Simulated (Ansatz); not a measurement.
Ansatz (a program for electronic structure) input (B3LYP/6-311+G**): The .json file is the Basis Set Exchange's 6-311+G**.

Ansatz 0.2 input:
```yaml
crystal:
  periodic: [false, false, false]
  atoms:
    - {symbol: Si, position_ang: [-1.11042000, -0.08949500, 0.26156600]}
    - {symbol: P, position_ang: [1.07640000, 0.11080300, -0.26180800]}
    - {symbol: H, position_ang: [-1.90868900, 0.17960300, -0.96650200]}
    - {symbol: H, position_ang: [-1.44256800, 0.94929500, 1.27566200]}
    - {symbol: H, position_ang: [1.17425800, -1.10142400, -0.99033400]}
    - {symbol: H, position_ang: [1.57687800, -0.43659000, 0.94637300]}
basis:
  gaussian:
    orbitals: 6-311+G__.json
hamiltonian:
  xc: {name: B3LYP}
magnetization: {spin_polarized: true, initial_magnetization: 1}
output: {forces: true}
```

Output:

```
Functional definition: B3LYP
integrals: 0.02 GiB planned
697 factors; their error is unknown
mean field: 0.30 GiB planned
mean field evaluation 1: about -17230.9381 eV, gradient 1.1e1 eV
mean field evaluation 2: about -17231.4198 eV, gradient 8.1e0 eV
mean field evaluation 4: about -17231.7619 eV, gradient 4.7e-1 eV
mean field evaluation 8: about -17231.7712 eV, gradient 6.3e-2 eV
mean field evaluation 16: about -17231.7712 eV, gradient 8.2e-5 eV
mean field -17231.77121756 eV, -633.2559121312 hartree, gradient 8.2e-5 eV, S^2 0.752412; 0 other end points of the search recorded, 0 dependent functions left out
the calculation of the forces begins
reference -17231.77148875 eV, -633.2559220973 hartree; 17, 16 occupied and 69, 70 virtual orbitals, 697 factors
Total energy: -17231.77148875 eV, -633.2559220973 hartree
Atom 0 at    -1.110420    -0.089495     0.261566 Å, force    -0.113703    -0.013506     0.028274 eV/Å
Atom 1 at     1.076400     0.110803    -0.261808 Å, force     0.074578     0.087219    -0.045445 eV/Å
Atom 2 at    -1.908689     0.179603    -0.966502 Å, force    -0.039127     0.003568    -0.037670 eV/Å
Atom 3 at    -1.442568     0.949295     1.275662 Å, force    -0.023164     0.029928     0.039121 eV/Å
Atom 4 at     1.174258    -1.101424    -0.990334 Å, force     0.036554    -0.076976    -0.060224 eV/Å
Atom 5 at     1.576878    -0.436590     0.946373 Å, force     0.064862    -0.030233     0.075943 eV/Å
Dipole moment:     0.019178    -0.164026     0.052320 e Å
```

The geometry given is a B3LYP-D3(BJ)/def2-TZVP minimum.
